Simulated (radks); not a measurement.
Values are calculated unless marked as measured or tabulated.
Question: These are the eigenvalues of the occupied orbitals of an atom or ion with whole-number occupations (hartree). Code: a radial shooting solver on a logarithmic mesh with Libxc functionals. Model: scalar-relativistic Kohn-Sham, r2SCAN, spin-polarised, spherical densities, finite nucleus; meta-GGA in the generalised Kohn-Sham scheme; Fermi nuclear charge, rms radius of each element as measured or else 0.836 A^(1/3) + 0.57 fm.

| orbital | eigenvalue |
|---|---|
| 1s up | -1843.942 |
| 1s down | -1843.941 |
| 2s up | -305.4109 |
| 2s down | -305.4095 |
| 2p up | -271.6859 |
| 2p down | -271.6843 |
| 3s up | -68.20201 |
| 3s down | -68.07900 |
| 3p up | -57.69903 |
| 3p down | -57.57572 |
| 3d up | -43.81966 |
| 3d down | -43.72304 |
| 4s up | -14.16228 |
| 4s down | -13.86761 |
| 4p up | -10.68358 |
| 4p down | -10.38785 |
| 4d up | -5.85220 |
| 4d down | -5.55403 |
| 5s up | -2.16174 |
| 5s down | -2.00867 |
| 5p up | -1.30439 |
| 5p down | -1.18591 |
| 4f up | -0.63241 |
| 6s up | -0.36750 |
| 5d up | -0.32930 |

Which element is it, and in what charge state? The configuration may be excited. Open shells, if any, are filled with parallel spins first.

Answer: Z = 64, gadolinium, charge +1: Gd+ in [Xe] 4f7 5d1 6s1. The list shows which subshells hold electrons but not how many an open one holds; the 1s level, -1843.9 hartree, gives Z - s = 60.7 by -(Z - s)^2/2, which with screening and relativity narrows Z to a few neighbours, and the depths of the outer levels then fix element, charge and occupations together.
